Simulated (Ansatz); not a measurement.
`CCCCCCCCCCO` with charge +1. Total charge 1; doublet. Geometry PBE0-D4/def2-SVP.

```xyz
33

C    -3.1107    0.8099   -4.5223
C    -1.9945    1.1073   -3.5348
C    -1.8210   -0.0993   -2.5671
C    -0.7044    0.2051   -1.5822
C    -0.5830   -0.9716   -0.5657
C     0.5599   -0.7268    0.4041
C     0.3923    0.4224    1.3860
C     1.5353    0.5139    2.3888
C     1.7020   -0.7606    3.2067
C     2.7612   -0.7054    4.3104
O     4.0056   -0.2806    3.9030
H    -4.0803    0.6593   -4.0252
H    -2.8941   -0.0711   -5.1439
H    -3.2139    1.6816   -5.1968
H    -1.0408    1.2855   -4.0557
H    -2.2201    2.0109   -2.9473
H    -2.7715   -0.2804   -2.0408
H    -1.5932   -1.0019   -3.1559
H     0.2530    0.3391   -2.1099
H    -0.9093    1.1335   -1.0257
H    -1.5343   -1.0902   -0.0233
H    -0.4122   -1.8961   -1.1380
H     1.5174   -0.6390   -0.1382
H     0.6327   -1.6782    0.9879
H     0.3268    1.3765    0.8359
H    -0.5642    0.3105    1.9255
H     1.3543    1.3672    3.0666
H     2.4687    0.7376    1.8395
H     0.7491   -1.0408    3.6840
H     2.0010   -1.5993    2.5444
H     2.8918   -1.6690    4.8239
H     2.3637    0.0117    5.0794
H     3.9327    0.5382    3.3868
```

(1) Estimate the α-spin orbital energies around the gap (eV) in Ansatz with PBE-D4/def2-TZVP, PBE0-D4/def2-TZVP.

Results:

(1) 
| orbital | PBE-D4/def2-TZVP | PBE0-D4/def2-TZVP |
| --- | --- | --- |
| HOMO−5 | -11.72 | -13.10 |
| HOMO−4 | -11.59 | -13.02 |
| HOMO−3 | -11.41 | -12.94 |
| HOMO−2 | -11.24 | -12.69 |
| HOMO−1 | -11.13 | -12.62 |
| HOMO | -10.83 | -12.17 |
| LUMO | -3.63 | -2.75 |
| LUMO+1 | -2.99 | -2.19 |
| LUMO+2 | -2.79 | -1.98 |
| LUMO+3 | -2.65 | -1.83 |
| LUMO+4 | -2.50 | -1.67 |
| LUMO+5 | -2.25 | -1.42 |
| β HOMO | -10.63 | -11.30 |
| β LUMO | -10.48 | -10.57 |
